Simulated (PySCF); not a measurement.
C4H8OSi.
Atom-mapped SMILES: `[SiH3:1][O:2][C:3]1=[CH:4][CH2:5][CH2:6]1` (hydrogens: H7, H8, H9 on Si1; H10 on C4; H11, H12 on C5; H13, H14 on C6)

Method: PBE0-D3(BJ)/def2-SVP geometry optimisation, gas phase in PySCF 2.14.0; density fitting, grid level 1; the optimiser is geomeTRIC in internal coordinates, started from a GFN2-xTB structure with every atom displaced at random (about 0.01 Å).

Step 0: E = -14184.5559 eV
```
atom  x, y, z in Å  |  force x, y, z in eV/Å
Si1     2.4680   -0.1582    0.4563   -0.474   0.955  -0.249
O2      0.9500    0.4917    0.2612   -1.246   0.239  -0.145
C3     -0.2739   -0.0676    0.1907    1.746   2.082   0.087
C4     -0.7220   -1.2937    0.2500   -2.253  -1.413  -0.091
C5     -2.1795   -0.8281    0.0772    1.025   0.245   1.298
C6     -1.5926    0.6173    0.0225   -0.058  -0.467   0.229
H7      2.7727   -1.0483   -0.6468    0.320  -0.534  -0.616
H8      2.5579   -0.8509    1.7155    0.178  -0.568   0.922
H9      3.2160    1.1042    0.4444    0.661   0.065   0.015
H10    -0.3350   -2.2795    0.3809    0.587  -0.752   0.088
H11    -2.8402   -1.0090    0.9471    0.083  -0.004  -0.153
H12    -2.6679   -1.1462   -0.8182   -0.558  -0.362  -1.008
H13    -1.9143    1.2794    0.8299    0.021   0.153   0.297
H14    -1.7444    1.1296   -0.9167   -0.031   0.360  -0.674
```

Step 1: E = -14184.7908 eV
```
atom  x, y, z in Å  |  force x, y, z in eV/Å
Si1     2.4277   -0.1034    0.4508    0.013  -0.266   0.032
O2      0.9078    0.5929    0.2522    0.218   0.067   0.022
C3     -0.2662   -0.0353    0.1968   -0.313  -0.088  -0.011
C4     -0.7325   -1.3015    0.2569    0.128   0.138   0.030
C5     -2.1659   -0.8451    0.0915   -0.111  -0.077  -0.271
C6     -1.6111    0.6077    0.0249    0.009   0.098  -0.041
H7      2.7160   -1.0411   -0.6792   -0.046   0.020   0.059
H8      2.4908   -0.8438    1.7517   -0.032   0.035  -0.096
H9      3.4141    1.0028    0.4475   -0.034   0.110  -0.003
H10    -0.2810   -2.2868    0.3864    0.036   0.003  -0.015
H11    -2.8388   -1.0394    0.9421   -0.002   0.002   0.037
H12    -2.6756   -1.1736   -0.8388    0.119   0.044   0.204
H13    -1.9257    1.2742    0.8455    0.011  -0.031  -0.006
H14    -1.7647    1.1333   -0.9343    0.003  -0.055   0.059
```

**Question.** Estimate the geometry and energy of step 2. (The exact step hangs on the optimiser's Hessian estimate; all steps are aligned on step 1, rigid shifts and turns removed.)

**Answer.** E = -14184.7984 eV, largest force 0.340 eV/Å
```
atom  x, y, z in Å  |  force x, y, z in eV/Å
Si1     2.4070   -0.1307    0.4504    0.012  -0.048   0.001
O2      0.9137    0.6184    0.2530    0.034   0.289  -0.012
C3     -0.2714    0.0078    0.1945    0.207  -0.266   0.040
C4     -0.6940   -1.2693    0.2589   -0.163   0.125   0.001
C5     -2.1397   -0.8489    0.0920   -0.097  -0.076  -0.054
C6     -1.6267    0.6222    0.0216    0.025  -0.017  -0.003
H7      2.6615   -1.0718   -0.6802   -0.011  -0.011   0.011
H8      2.4391   -0.8751    1.7441   -0.005  -0.010  -0.013
H9      3.4100    0.9650    0.4518   -0.015   0.009   0.001
H10    -0.2094   -2.2391    0.3887    0.004   0.018  -0.016
H11    -2.8053   -1.0590    0.9457    0.000   0.015   0.010
H12    -2.6367   -1.1966   -0.8304    0.009   0.012   0.025
H13    -1.9575    1.2799    0.8418   -0.001  -0.020   0.004
H14    -1.7955    1.1380   -0.9378    0.000  -0.019   0.005
```

The energy changes by -0.0076 eV. The first-order estimate −F·Δx gives -0.0220 eV and the mean of the old and new forces, exact on a quadratic surface, -0.0075 eV. The step makes an angle of 79° with the force vector and moves no atom by more than 0.086 Å.

What follows is the cost of the whole optimisation. On one thread of an Arm Neoverse V1, no GPU, shared host, this took 62 s wall and 0.49 GiB of memory at its peak.
